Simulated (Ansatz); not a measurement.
Start from `NC[SiH](N)O` and change one atom or group to get `N[SiH](O)Br`.

Ansatz, PBE0-D4/def2-TZVP geometries, multiplicity 1. Each molecule was computed in one conformer, which needn't be the lowest.

Scalar relativity is left out up to krypton.

```csv
property,`NC[SiH](N)O`
HOMO energy (B3LYP/def2-TZVPP) / eV,-6.50
LUMO energy (B3LYP/def2-TZVPP) / eV,0.43
HOMO–LUMO gap (B3LYP/def2-TZVPP) / eV,6.93
size of the dipole moment (B3LYP/def2-TZVPP) / D,0.75
HOMO–LUMO gap (PBE/def2-TZVPP) / eV,5.17
HOMO energy (PBE/def2-TZVPP) / eV,-5.26
```

Task: Give the same properties after the change, and the shifts. (An estimate is asked.)

Result: Ansatz gave: 
```csv
property,`N[SiH](O)Br`,shift
HOMO energy (B3LYP/def2-TZVPP) / eV,-7.74,-1.24
LUMO energy (B3LYP/def2-TZVPP) / eV,0.31,-0.12
HOMO–LUMO gap (B3LYP/def2-TZVPP) / eV,8.05,1.12
size of the dipole moment (B3LYP/def2-TZVPP) / D,2.59,1.84
HOMO–LUMO gap (PBE/def2-TZVPP) / eV,6.33,1.16
HOMO energy (PBE/def2-TZVPP) / eV,-6.52,-1.26
```

With PBE0 the HOMO falls by 1.27 eV and the LUMO falls by 0.09 eV, so the gap widens by about 1.18 eV. PBE moves the HOMO by -1.26 eV and ωB97M-V by -1.25 eV. Dipoles are sizes alone; their direction can turn.

B3LYP here is the variant with VWN-RPA as its local correlation; programs differ in this.

Spin–orbit coupling is left out; it splits and shifts lone-pair levels of the heavy atoms by tenths of an eV.
